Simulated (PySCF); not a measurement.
C₄H₂ClFO, SMILES Fc1ccc(Cl)o1, point group Cs.

Level: PBE0/pcSseg-1 in PySCF (density fitting, grid level 2); geometry and Hessian at that level, cubic constants and property derivatives from steps of ±0.6 along each species' dimensionless normal coordinates, second-order vibrational perturbation theory. The parent has the commonest isotopes.

Equilibrium geometry (Å):

```json
{"atom": "F1", "x": "-2.1738", "y": "-1.2775", "z": "-0.2450"}
{"atom": "C2", "x": "-1.0599", "y": "-0.5953", "z": "-0.3215"}
{"atom": "C3", "x": "-0.8049", "y": "0.7010", "z": "-0.5885"}
{"atom": "C4", "x": "0.6238", "y": "0.8110", "z": "-0.5204"}
{"atom": "C5", "x": "1.0785", "y": "-0.4261", "z": "-0.2205"}
{"atom": "Cl6", "x": "2.6409", "y": "-1.0497", "z": "0.0169"}
{"atom": "O7", "x": "0.0510", "y": "-1.3084", "z": "-0.0939"}
{"atom": "H8", "x": "-1.5283", "y": "1.4742", "z": "-0.8045"}
{"atom": "H9", "x": "1.2269", "y": "1.6949", "z": "-0.6749"}
```

Q: Give the equilibrium and ground-state rotational constants (MHz) of parent; ²H at 9.

A: 
| species | Ae | Be | Ce | A0 | B0 | C0 | Δ0 (u Å²) | harmonic ZPE (cm⁻¹) |
| --- | --- | --- | --- | --- | --- | --- | --- | --- |
| parent | 6248.8 | 1405 | 1147.1 | 6213.1 | 1398.8 | 1141.5 | 0.090 | 11714 |
| ²H at 9 | 5836.1 | 1403.3 | 1131.3 | 5804.3 | 1397 | 1125.8 | 0.094 | 11008 |

Δ0 = Ic − Ia − Ib from the ground-state constants.

Q: How is the parent's vibrational correction B0 − Be made up?

A: 
| axis | harmonic | Coriolis | cubic | total (MHz) |
| --- | --- | --- | --- | --- |
| a | 7.17 | -4.75 | -38.2 | -35.8 |
| b | 0.751 | -0.312 | -6.62 | -6.18 |
| c | 0.247 | -0.106 | -5.7 | -5.56 |

Q: And its quartic centrifugal distortion constants from the harmonic force field?

A: Asymmetric top, A reduction, Ir representation: ΔJ = 0.0539 kHz, ΔJK = -0.146 kHz, ΔK = 3.95 kHz, δJ = 0.0134 kHz, δK = 0.228 kHz.

A mode lies under 250 cm⁻¹, where this perturbation treatment is rough.
